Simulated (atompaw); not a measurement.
# An all-electron radial function and its pseudo partner (rhenium (Re))

Columns: radius, all-electron u(r) and pseudo u(r) of the 6s shell (level -6.15 eV) of rhenium in the configuration [Xe] 4f14 5d5 6s2 6p0; LDA (PW92), scalar-relativistic, PAW (atompaw) scheme, atompaw 4.2.0.5.

```json
{"r (bohr)": "0.112", "all-electron": "-0.0895", "pseudo": "0.0153"}
{"r (bohr)": "0.223", "all-electron": "0.0055", "pseudo": "0.0313"}
{"r (bohr)": "0.335", "all-electron": "0.1916", "pseudo": "0.0490"}
{"r (bohr)": "0.446", "all-electron": "0.1023", "pseudo": "0.0688"}
{"r (bohr)": "0.558", "all-electron": "-0.0890", "pseudo": "0.0916"}
{"r (bohr)": "0.669", "all-electron": "-0.2382", "pseudo": "0.1173"}
{"r (bohr)": "0.781", "all-electron": "-0.3042", "pseudo": "0.1467"}
{"r (bohr)": "0.892", "all-electron": "-0.2926", "pseudo": "0.1793"}
{"r (bohr)": "1.004", "all-electron": "-0.2256", "pseudo": "0.2154"}
{"r (bohr)": "1.115", "all-electron": "-0.1273", "pseudo": "0.2541"}
{"r (bohr)": "1.227", "all-electron": "-0.0139", "pseudo": "0.2954"}
{"r (bohr)": "1.338", "all-electron": "0.1001", "pseudo": "0.3380"}
{"r (bohr)": "1.450", "all-electron": "0.2086", "pseudo": "0.3816"}
{"r (bohr)": "1.562", "all-electron": "0.3063", "pseudo": "0.4251"}
{"r (bohr)": "1.673", "all-electron": "0.3902", "pseudo": "0.4669"}
{"r (bohr)": "1.785", "all-electron": "0.4612", "pseudo": "0.5068"}
{"r (bohr)": "1.896", "all-electron": "0.5185", "pseudo": "0.5429"}
{"r (bohr)": "2.008", "all-electron": "0.5640", "pseudo": "0.5752"}
{"r (bohr)": "2.119", "all-electron": "0.5980", "pseudo": "0.6020"}
{"r (bohr)": "2.231", "all-electron": "0.6224", "pseudo": "0.6233"}
{"r (bohr)": "2.342", "all-electron": "0.6381", "pseudo": "0.6381"}
{"r (bohr)": "2.454", "all-electron": "0.6464", "pseudo": "0.6464"}
{"r (bohr)": "2.565", "all-electron": "0.6485", "pseudo": "0.6485"}
{"r (bohr)": "2.677", "all-electron": "0.6452", "pseudo": "0.6452"}
{"r (bohr)": "2.788", "all-electron": "0.6376", "pseudo": "0.6376"}
{"r (bohr)": "2.900", "all-electron": "0.6263", "pseudo": "0.6263"}
```

Task: How many radial nodes do the two functions have?

Result: The all-electron 6s function has n − l − 1 = 5 (the table is too coarse to show those close to the nucleus); the pseudo-wave has 0, since the states of the same l below it are removed with the core.

Task: At about which radius was the pseudo-wave matched?

Result: 2.40 bohr, where the columns begin to agree (steps of 0.11 bohr).

Task: Is the pseudo-wave norm-conserving?

Result: No, it belongs to a PAW set: the norm inside the radius is not constrained, and the difference is carried by the augmentation charge.
